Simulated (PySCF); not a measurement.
**Orbital energies, ionisation energy and electron affinity**

C6H4BClF2.
Z-matrix (Å and degrees, PBE0-D3(BJ)/def2-SVP geometry), rows numbered from 1:
```
F 
B   1  1.3251
F   2  1.3153  1  116.31
C   2  1.5557  1  118.84  3  -179.64
C   4  1.4076  2  117.08  1     2.28
C   5  1.3896  4  122.11  2   179.53
C   6  1.3942  5  119.30  4     0.09
C   7  1.3918  6  120.30  5     0.04
C   8  1.3949  7  119.73  6    -0.12
Cl  9  1.7317  4  121.42  2     0.66
H   5  1.0923  4  118.19  2    -0.38
H   6  1.0918  5  120.29  4  -179.91
H   7  1.0928  6  120.32  5   179.98
H   8  1.0910  7  121.02  6   179.86
```

Level: CAM-B3LYP/def2-SVPD (PySCF). Frontier orbitals with their largest atomic shares (Löwdin; up to four atoms above 4 %):

```csv
orbital,ε (eV),main atoms
HOMO−3,-11.33,"Cl10 48 %, C6 14 %, C9 10 %, C5 9 %"
HOMO−2,-10.45,"Cl10 74 %, C9 9 %, C8 4 %"
HOMO−1,-9.36,"C4 23 %, C7 20 %, C8 18 %, C5 16 %"
HOMO,-8.70,?
LUMO,-0.77,"C4 17 %, C7 17 %, B2 15 %, C9 12 %"
LUMO+1,0.16,"C5 19 %, C8 18 %, C9 18 %, C6 17 %"
LUMO+2,0.95,"B2 47 %, F1 6 %, C5 6 %, Cl10 6 %"
```

Problem. What vertical ionisation energy does ΔSCF give, and how far is −ε(HOMO) from it?

Solution. ΔSCF: 9.41 eV (908 kJ/mol; threshold wavelength 132 nm); ⟨S²⟩ of the doublet left behind is 0.771, against 0.75 for a pure doublet. −ε(HOMO) is 8.70 eV, 0.71 eV below it. For the exact functional −ε(HOMO) would equal the first vertical ionisation energy; CAM-B3LYP (range-separated hybrid) falls short of its own ΔSCF value by 8 %. Holes in the HOMO−1 and HOMO−2 were tried too where these lie within 1.2 eV of the HOMO; the lowest converged state counts.

Problem. On which atoms does the HOMO lie?

Solution. Cl10 (aryl chlorine) 25 %, C6 (aromatic CH carbon) 19 %, C9 (aromatic C–Cl carbon) 18 %, C8 (aromatic CH carbon) 11 %, so no atom holds as much as 40 %. The HOMO−1 lies 0.66 eV lower.

Problem. And the vertical electron affinity, the fundamental gap, Mulliken's electronegativity and the hardness (with the factor ½)?

Solution. EA = 0.14 eV by ΔSCF (−ε(LUMO) = 0.77 eV). IE − EA = 9.27 eV against an orbital gap of 7.93 eV; (IE + EA)/2 = 4.78 eV; (IE − EA)/2 = 4.63 eV. Parr's electrophilicity index (IE + EA)²/[8(IE − EA)] is 1.23 eV.

Problem. Shift the occupied levels rigidly so that −ε(HOMO) equals the ΔSCF value. What binding energies result?

Solution. The shift is +0.71 eV: HOMO 9.41, HOMO−1 10.07, HOMO−2 11.16, HOMO−3 12.04 eV. A rigid shift is only a rough guide to the deeper ionisations.

Problem. The lowest singlet excitation (vertical TDDFT, same level) lies at 4.86 eV. How far is it below IE − EA?

Solution. IE − EA = 9.27 eV, so by 4.41 eV.

Problem. How many of the 10 lowest singlet excitations (vertical TDDFT, same level) lie below the ionisation energy?

Solution. All 10; they run from 4.86 to 7.55 eV.

Problem. What total energies stand behind the ΔSCF value?

Solution. E(N) = -915.28695 Eh and E(N − 1) = -914.94100 Eh at the same geometry, 0.34595 Eh apart. With one more electron, E(N + 1) = -915.29198 Eh.

Geometry: PBE0-D3(BJ)/def2-SVP; no solvent, vibrations or thermal averaging.
